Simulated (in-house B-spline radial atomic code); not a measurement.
Results of a calculation; reference values are marked as such.
## Two electrons in Si: a parabolic dot with ħω = 13.3 meV in all three directions with a doubly ionised double donor at its centre

For Si the NSM archive of the Ioffe Institute lists m_l = 0.98 m0, m_t = 0.19 m0 and ε = 11.7; the model takes one isotropic valley with the conductivity mass 3/(1/m_l + 2/m_t) = 0.26 m0, and so misses anisotropy and the other valleys. All triplets below are those of one valley; with several valleys two electrons can form a triplet in the 1s orbital itself, at an energy set by the valley splitting. Real donors also feel a central-cell potential, which shifts the ground state; some double donors stay shallow and helium-like, others are deep centres that this model can't describe.

Effective-mass model with parabolic bands, a uniform dielectric constant, no image charges, no central-cell or spin-orbit terms. Two-electron levels come from full CI in B-splines with partial waves to l = 5 (up to 0.001 effective hartree above the limit).

(1) What are the effective units, and what is the potential in them?

In these units the lowest s and p orbitals lie at -1.9756 and -0.3188, and their Coulomb and exchange integrals are J_ss = 1.2686, J_sp = 0.5906 and K_sp = 0.05354. Full CI gives -2.8285 for the ground singlet, -1.7989 for the sp triplet, -1.7461 for the sp singlet and -1.7895 for the lowest triplet of two s orbitals.

(2) What does it cost to add the second electron, to first order and exactly?

(3) How far above the singlet do the triplets lie?

Results:

(1) Ha* = 27211.386 meV × 0.26/11.7² = 51.68 meV and a* = 0.0529177 nm × 11.7/0.26 = 2.381 nm. The frequency is ω = 0.258 Ha*, with −2/r added.

(2) To first order E = 2ε_s + J_ss = -2.6825, so the charging energy E(2) − 2E(1) is J_ss = 65.57 meV. CI gives -2.8285 − 2 × (-1.9756) = 1.1226, or 58.02 meV: relaxation and correlation lower it by 7.544 meV, 11.5 % of J_ss. The s² configuration of one-electron orbitals holds 93.8 % of the state, and the mean radius is 2.12 nm.

(3) To first order the sp triplet lies at ε_s + ε_p + J_sp − K_sp = -1.7573, which is 47.82 meV above 2ε_s + J_ss. CI gives -1.7989 − (-2.8285) = 1.0295, or 53.21 meV, 62 % of the orbital spacing of 85.63 meV. The ss triplet lies 53.7 meV up, so the lower of the two is the sp one, and its gap equals k_BT at 617 K. The sp singlet-triplet splitting is 2.732 meV, against 2K_sp = 5.535 meV.
